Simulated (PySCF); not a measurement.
# Calculated NMR parameters of c1ccn(C2[SiH2]C[SiH2]2)c1

* Formula: C6H11NSi2
* SMILES: c1ccn(C2[SiH2]C[SiH2]2)c1
* Point group of the computed structure: Cs
* Degrees of unsaturation: 4
* Carbon signals: 4
* Proton signals: 7

Bonds (- single, = double, # triple, : aromatic): C1:C2, C2:C3, C3:N4, N4-C5, C5-Si6, Si6-C7, C7-Si8, N4:C9, C9:C1, Si8-C5. C1 carries H10; C2 carries H11; C3 carries H12; C5 carries H13; Si6 carries H14, H15; C7 carries H16, H17; Si8 carries H18, H19; C9 carries H20. H14, H17, H19 are cis to N4 on the ring; H15, H16, H18 are trans to N4 on the ring.

How the numbers were obtained: GFN2-xTB structure, NMR shieldings at PBE0/pcSseg-1/GIAO, in PySCF (non-relativistic Hamiltonian, one conformer, equivalent nuclei averaged, gas phase).

δ = σ(ref) − σ, references computed at the same level: ¹H and ¹³C and ²⁹Si vs TMS; ¹⁵N vs NH3.

| carbon | δC, type | δH (multiplicity) | HMBC from (2–3 bonds) | span of the C tensor (ppm) |
| --- | --- | --- | --- | --- |
| C1/C2 | 114.0, CH | 6.29 (m) | H12/H20, H10/H11 | 168 |
| C3/C9 | 122.3, CH | 6.53 (m) | H12/H20, H10/H11, H13 | 134 |
| C5 | 43.3, CH | 4.33 (m) | H12/H20, H15/H18, H14/H19, H17, H16 | 75 |
| C7 | -9.8, CH2 | H16 0.54 (m); H17 0.77 (m) | H15/H18, H14/H19, H13 | 25 |

Other nuclei:
```csv
atoms,nucleus,environment,δ (ppm),σ (ppm)
H15/H18,¹H,"hydrogen on a silicon bonded to 2 C, in a 4-membered ring",5.17,26.54
H14/H19,¹H,"hydrogen on a silicon bonded to 2 C, in a 4-membered ring",5.07,26.65
Si6/Si8,²⁹Si,"silicon bonded to 2 C, 2 H, in a 4-membered ring",-19.9,369.1
N4,¹⁵N,pyrrole-type ring nitrogen,187.1,80.6
```

- Carbon types of the structure: 5 × CH, 1 × CH2, leaving 4 H on heteroatoms.
- δC 122.3: aromatic CH next to a ring nitrogen.
- δC 114.0: aromatic CH.
- δC -9.8: sp3 CH2 bonded to 2 Si; an electropositive neighbour leaves it electron-rich and shielded.
- δH 6.53: hydrogen on an aromatic CH next to a ring nitrogen; it sits in the deshielding region of the aromatic ring current.
- δH 0.77, 0.54: hydrogen on an sp3 CH2 bonded to 2 Si; an electropositive neighbour shields it, as in TMS itself.

Shifts are as computed. Against solution values, carbons near 30 ppm lie about +3 ppm off and those near 130 ppm about +5 ppm. Of 1211 compounds with measured shifts, 218 miss one by over three times the rms of a fit or turn the order of signals round; such compounds aren't used in these exercises. Experimental scales use liquid or dissolved standards, which lie at an offset from isolated NH3 (liquid NH3: subtract about 20 ppm). Unscaled 15N shifts of sp2 nitrogen come out 20 to 40 ppm too high even then. Multiplicities follow the n + 1 count of equivalent neighbours, as no J values were calculated; m marks all less simple cases, F and P coupling included.
